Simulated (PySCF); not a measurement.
## Phosphorus: a sound run and one with changed settings

Sound run: P²⁺ [Ne] 3s2 3p1, P³⁺ [Ne] 3s2. All numbers are calculated (PySCF 2.14, scalar relativity by spin-free X2C-1e, in cc-pVDZ-DK (4s3p1d, 18 functions)). In the sound run the correlated levels freeze [Ne]. The sound run starts from symmetry-adapted Hartree-Fock orbitals and uses a fine grid where one is needed.

Changed run: all electrons correlated in a basis built for the valence shell.

```csv
species,method,sound run (hartree),changed run (hartree),converged
P²⁺,MP2,-340.49260,-340.49876,yes
P²⁺,CCSD(T),-340.51279,-340.51881,yes
P³⁺,MP2,-339.40051,-339.40703,yes
P³⁺,CCSD(T),-339.41646,-339.42287,yes
```

Ionisation energy of P²⁺:

```
 method  sound run (eV)  changed run (eV)
    UHF          29.543            29.543
    MP2          29.717            29.708
SCS-MP2          29.698            29.687
   CCSD          29.817            29.806
CCSD(T)          29.833            29.822
```

A valence basis has no tight correlating functions, so it recovers only part of the core correlation, and not evenly between atom and ion.

For comparison, NIST gives 30.203 eV between the lowest levels.
